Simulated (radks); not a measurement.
Q: The mean radii <r> (bohr) of the occupied orbitals of an atom or ion are listed with their occupations. Method: scalar-relativistic Kohn-Sham, PBE, spin-polarised, spherical densities, point nucleus; computed with a radial shooting solver on a logarithmic mesh with Libxc functionals.

| orbital | occ. | <r> |
|---|---|---|
| 1s | 2 | 0.01866 |
| 2s | 2 | 0.07894 |
| 2p | 6 | 0.07057 |
| 3s | 2 | 0.2048 |
| 3p | 6 | 0.2049 |
| 3d | 10 | 0.1856 |
| 4s | 2 | 0.4588 |
| 4p | 6 | 0.4877 |
| 4d | 10 | 0.5231 |
| 5s | 2 | 1.084 |
| 5p | 6 | 1.245 |
| 4f | 14 | 0.6315 |

Name the element and its charge. Open shells, if any, are filled with parallel spins first.

A: Z = 73, tantalum, charge +5: Ta5+ in [Xe] 4f14. The 1s radius gives Z: for a bare nucleus <r> = (2 gamma + 1)/(2Z) with gamma = sqrt(1 - (Z/c)^2), 0.01844 bohr for Z = 73, and screening makes it slightly larger (0.01866 here). The occupations add up to 68, and the charge is Z minus that.
